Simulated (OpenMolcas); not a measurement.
W+: thermal populations, worked from levels

| Property | Result |
| --- | --- |
| Program | OpenMolcas |
| Basis | ANO-R1 [7s5p4d2f] |
| Scalar Hamiltonian | X2C, finite nucleus |
| Active space | 5 electrons in 6 orbitals (5d 6s) |
| State averaging | 2S+1 = 6 even, 6 roots; 2S+1 = 4 even, 81 roots kept (CI in the orbitals of an earlier block); 2S+1 = 2 even, 130 roots kept (CI in the orbitals of an earlier block, 113 in the spin-orbit step) |
| Spin-orbit coupling | RASSI with atomic mean-field integrals over the reference wave functions, term energies averaged over their components |

Methods: CASSCF; MS-CASPT2, IPEA 0.25 Eh, imaginary shift 0.1 Eh (closed shells correlated: 5s 5p). Measured levels: NIST Handbook of Basic Atomic Spectroscopic Data.

**Thermal populations.** Z = Σ (2J + 1) exp(-E/kT) with k = 0.695035 cm-1/K, over the levels below. No other level of either list lies under 7370 cm-1, which is above 7 kT at each temperature.

```json
{"Level": "5d4 6s 6D 1/2", "2J + 1": "2", "MS-CASPT2": "0.0", "measured": "0.0"}
{"Level": "5d4 6s 6D 3/2", "2J + 1": "4", "MS-CASPT2": "1609", "measured": "1519"}
{"Level": "5d4 6s 6D 5/2", "2J + 1": "6", "MS-CASPT2": "3380", "measured": "3172"}
{"Level": "5d4 6s 6D 7/2", "2J + 1": "8", "MS-CASPT2": "4950", "measured": "4716"}
{"Level": "5d4 6s 6D 9/2", "2J + 1": "10", "MS-CASPT2": "6340", "measured": "6147"}
```

```tsv
T (K)	Z, MS-CASPT2	Z, measured levels	Ground level (%), MS-CASPT2	Ground level (%), measured levels
1000	2.449	2.523	81.7	79.3
```

At 1000 K, kT = 695 cm-1, and the computed levels give Z = 2.000 + 0.395 + 0.046 + 0.006 + 0.001 = 2.449.

Some high roots are left out of the spin-orbit mixing, which shifts the levels that they would mix with. Configurations are named by rounded mean occupations; where the s occupation lies near a half they are strongly mixed, a name can repeat and a true partner stay unpaired. Without dynamic correlation excited terms often stand tens of per cent too high (terms of higher spin than the ground term too low), and those without a measured partner can miss by more than the paired ones (holds for CASSCF). Blocks of more than 70 roots (2S+1 = 4 even, 2 even) ran without multistate coupling (holds for MS-CASPT2). Computed and measured levels are paired by configuration, term and J; levels that our copy of the source lacks, or whose pairing is in doubt (as where it misses far off the trend of its configuration), stay unpaired and out of the deviations. Levels of configurations outside the active space are missing.
